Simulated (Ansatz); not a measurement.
Molecule: CF, charge 0, multiplicity 2. 
Coordinates optimised at B3LYP-D3(BJ)/def2-TZVP (Ansatz, a program for electronic structure):
SMILES: F[C]
```xyz
2

C      0.0000     0.0000    -0.7653
F      0.0000     0.0000     0.5102
```
Charge 0, spin multiplicity 2.

Basis-set convergence of Hartree-Fock and MP2 correlation energies (hartree) with Ansatz. Valence correlation only, unless marked. UHF or UKS for open shells. No spin-orbit coupling. Non-relativistic.

| basis | functions | E(HF) | E(corr, MP2) |
|---|---|---|---|
| def2-SVPD | 43 | -137.06433 | -0.27835 |
| def2-TZVPPD | 77 | -137.23249 | -0.35141 |
| def2-QZVPPD | 129 | -137.23812 | -0.38146 |

Extrapolating the two largest sets (X = 3 and 4) as X^-3: E(corr) = (64·(-0.38146) - 27·(-0.35141))/37 = -0.4034 Eh, an estimate of the basis-set limit. The largest set recovers 94.6 % of it, the smallest 69.0 %.
